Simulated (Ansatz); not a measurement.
Harmonic frequencies (cm⁻¹) at PBE0-D4/def2-TZVP from Ansatz: 169, 186, 212, 320, 346, 432, 646, 774, 824, 852, 900, 974, 2300, 2441, 3907.

Each molecule was computed in one conformer, which needn't be the lowest.

Problem. Which molecule is it?
A. `OBOBF`
B. `BC(=O)CCl`
C. `O=C[BH][GeH3]`
D. `O[SiH](F)[SeH]`

Solution. D.
